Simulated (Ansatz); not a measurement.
YBr3, relaxed as a singlet with RKS r2SCAN-D4/def2-SVP in Ansatz, starting from the GFN2-xTB geometry. Force threshold 0.02 eV/Å.

In the def2 sets Y takes a core potential; there is no spin–orbit coupling. The relaxation made no stability test and no search for a lower SCF solution.

Start:

```tsv
atom	x (Å)	y (Å)	z (Å)
Y1	0.273	-0.477	-0.900
Br2	-1.959	0.815	-0.613
Br3	1.685	1.416	0.172
Br4	0.000	-1.754	1.341
```

**Question.** Estimate the energy that the relaxation releases and the steps that it takes.

**Answer.** 0.67 eV, in 8 steps; 17 s on 4 threads of Arm Neoverse V2 on a shared host. The force fell under the threshold at step 6, but the optimiser went on. No frequencies were taken in this run, so the end may be a saddle point.

**Question.** Does the start keep its bonding and symmetry?

**Answer.** By distances, no bond broke or formed. The bond that changes most is Y1–Br2, from 2.59 to 2.59 Å (atoms count from 1). Point group C3v at the start, D3h at the end, both within 0.05 Å.

**Question.** Predict the relaxed structure.

**Answer.** 
```
atom   x (Å)   y (Å)   z (Å)
  Y1   0.000   0.000  -0.001
 Br2  -2.221   0.780  -1.086
 Br3   2.112   1.495  -0.152
 Br4   0.108  -2.275   1.238
```
Bond lengths: 3 × Br–Y 2.59 Å.
